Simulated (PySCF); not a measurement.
# LDA on H (hydrogen, neutral)

Configuration: 1s1, 2S determinant. Calculation: PySCF 2.14, in dyall-av2z (7s2p, 13 functions); no relativity, point nucleus.

| Quantity | Value |
| --- | --- |
| Total energy | -0.4786 hartree |
| One-electron energy | -0.4989 hartree |
| Hartree (Coulomb) energy | 0.2984 hartree |
| Exchange-correlation energy | -0.2781 hartree |
| Kinetic energy | 0.46651 hartree |
| ⟨S²⟩ | 0.7500 |
| ⟨L²⟩ | 0.000 |
| Sum of ⟨r⟩ | 1.581 bohr |
| Sum of ⟨r²⟩ | 3.388 bohr² |
| Density at the nucleus (Gaussians lack the cusp) | 0.284 bohr⁻³ |
| Spin density at the nucleus | 0.284 bohr⁻³ |
| Langevin diamagnetic susceptibility | -2.68 ×10⁻⁶ cm³/mol |

```tsv
shell	electrons	mean orbital energy (eV)	rms radius, mean of both spins (bohr)
1s α	1	-7.318	1.84
```

For one electron the Hartree and exchange-correlation energies should cancel; what remains is the self-interaction error.
